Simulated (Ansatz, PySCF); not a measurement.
Dissociation curve of GaH, singlet.

Methods: UHF/def2-TZVP (Ansatz, an electronic-structure program); RHF/def2-TZVP (Ansatz); UKS-CAM-B3LYP = Ansatz with unrestricted CAM-B3LYP/def2-TZVP; RKS-CAM-B3LYP = restricted CAM-B3LYP/def2-TZVP run with Ansatz; UKS-B3LYP = unrestricted B3LYP/def2-TZVP in Ansatz; RKS-B3LYP = restricted B3LYP/def2-TZVP (Ansatz); UKS-PBE = unrestricted PBE/def2-TZVP (Ansatz); RKS-PBE = restricted PBE/def2-TZVP (Ansatz); UKS-B3LYP/6-31G* = unrestricted B3LYP/6-31G*, spherical d (PySCF 2.14.0); RKS-B3LYP/6-31G* = PySCF with restricted B3LYP/6-31G*, spherical d; UKS-B3LYP/LANL2DZ = unrestricted B3LYP/LANL2DZ, with its core potentials past Ne (PySCF); RKS-B3LYP/LANL2DZ = restricted B3LYP/LANL2DZ, with its core potentials past Ne (PySCF).

Scanned distances (Å): 1.25, 1.33, 1.43, 1.52, 1.59, 1.62, 1.68, 1.74, 1.80, 1.82, 1.93, 2.06, 2.30, 2.54, 2.73, 2.98, 3.40, 3.70, 4.12, 4.55, 4.94, 5.93, 6.71.

Task: Where does the unrestricted solution first break spin symmetry (<S²> of 0.01 or more)?

Result: UHF: already at 1.25 Å; UKS-CAM-B3LYP: between 2.54 and 2.73 Å; UKS-B3LYP: between 2.73 and 2.98 Å; UKS-PBE: between 2.98 and 3.40 Å; UKS-B3LYP/6-31G*: between 2.73 and 2.98 Å; UKS-B3LYP/LANL2DZ: between 2.73 and 2.98 Å.

| R / Å | <S²> UHF | E(RHF) − E(UHF) / kJ/mol | <S²> UKS-CAM-B3LYP | E(RKS-CAM-B3LYP) − E(UKS-CAM-B3LYP) / kJ/mol | <S²> UKS-B3LYP | E(RKS-B3LYP) − E(UKS-B3LYP) / kJ/mol | <S²> UKS-PBE | E(RKS-PBE) − E(UKS-PBE) / kJ/mol | <S²> UKS-B3LYP/6-31G* | E(RKS-B3LYP/6-31G*) − E(UKS-B3LYP/6-31G*) / kJ/mol | <S²> UKS-B3LYP/LANL2DZ | E(RKS-B3LYP/LANL2DZ) − E(UKS-B3LYP/LANL2DZ) / kJ/mol |
|---|---|---|---|---|---|---|---|---|---|---|---|---|
| 1.25 | 0.21 | 2.0 | 0.00 | 0.1 | 0.00 | 0.1 | 0.00 | 0.0 | 0.00 | 0.0 | 0.00 | 0.0 |
| 1.33 | 0.15 | 1.1 | 0.00 | 0.1 | 0.00 | 0.1 | 0.00 | 0.0 | 0.00 | 0.0 | 0.00 | 0.0 |
| 1.43 | 0.09 | 0.4 | 0.00 | 0.1 | 0.00 | 0.1 | 0.00 | 0.0 | 0.00 | 0.0 | 0.00 | 0.0 |
| 1.52 | 0.03 | 0.0 | 0.00 | 0.1 | 0.00 | 0.1 | 0.00 | 0.0 | 0.00 | 0.0 | 0.00 | 0.0 |
| 1.59 | 0.00 | 0.0 | 0.00 | 0.1 | 0.00 | 0.1 | 0.00 | 0.0 | 0.00 | 0.0 | 0.00 | 0.0 |
| 1.62 | 0.00 | 0.0 | 0.00 | 0.1 | 0.00 | 0.1 | 0.00 | 0.0 | 0.00 | 0.0 | 0.00 | 0.0 |
| 1.68 | 0.00 | 0.0 | 0.00 | 0.1 | 0.00 | 0.1 | 0.00 | 0.0 | 0.00 | 0.0 | 0.00 | 0.0 |
| 1.74 | 0.00 | 0.0 | 0.00 | 0.1 | 0.00 | 0.1 | 0.00 | 0.0 | 0.00 | 0.0 | 0.00 | 0.0 |
| 1.80 | 0.00 | 0.0 | 0.00 | 0.1 | 0.00 | 0.1 | 0.00 | 0.0 | 0.00 | 0.0 | 0.00 | 0.0 |
| 1.82 | 0.00 | 0.0 | 0.00 | 0.1 | 0.00 | 0.1 | 0.00 | 0.0 | 0.00 | 0.0 | 0.00 | 0.0 |
| 1.93 | 0.00 | 0.0 | 0.00 | 0.1 | 0.00 | 0.1 | 0.00 | 0.0 | 0.00 | 0.0 | 0.00 | 0.0 |
| 2.06 | 0.00 | 0.0 | 0.00 | 0.1 | 0.00 | 0.1 | 0.00 | 0.0 | 0.00 | 0.0 | 0.00 | 0.0 |
| 2.30 | 0.00 | 0.0 | 0.00 | 0.1 | 0.00 | 0.1 | 0.00 | 0.0 | 0.00 | 0.0 | 0.00 | 0.0 |
| 2.54 | 0.35 | 7.0 | 0.00 | 0.1 | 0.00 | 0.1 | 0.00 | 0.0 | 0.00 | 0.0 | 0.00 | 0.0 |
| 2.73 | 0.57 | 23.3 | 0.01 | 0.1 | 0.00 | 0.1 | 0.00 | 0.0 | 0.00 | 0.0 | 0.00 | 0.0 |
| 2.98 | 0.75 | 51.8 | 0.32 | 5.9 | 0.14 | 1.1 | 0.00 | 0.0 | 0.21 | 2.3 | 0.24 | 3.0 |
| 3.40 | 0.91 | 105.2 | 0.63 | 29.6 | 0.49 | 15.0 | 0.39 | 5.8 | 0.56 | 20.1 | 0.59 | 23.4 |
| 3.70 | 0.96 | 142.2 | 0.76 | 50.1 | 0.64 | 28.5 | 0.58 | 15.8 | 0.70 | 36.5 | 0.73 | 41.7 |
| 4.12 | 0.99 | 188.9 | 0.88 | 78.7 | 0.76 | 46.8 | 0.73 | 30.4 | 0.82 | 58.8 | 0.85 | 66.3 |
| 4.55 | 1.00 | 229.8 | 0.95 | 105.7 | 0.84 | 63.0 | 0.83 | 43.3 | 0.90 | 78.7 | 0.92 | 87.9 |
| 4.94 | 1.01 | 261.0 | 0.98 | 127.2 | 0.89 | 75.0 | 0.89 | 52.8 | 0.95 | 93.6 | 0.97 | 104.1 |
| 5.93 | 1.01 | 318.0 | 1.00 | 167.0 | 0.98 | 96.2 | 1.00 | 71.4 | 1.00 | 119.6 | 1.00 | 131.7 |
| 6.71 | 1.01 | 345.5 | 1.00 | 186.0 | 1.00 | 106.8 | 1.00 | 79.0 | 1.00 | 130.4 | 1.00 | 142.4 |
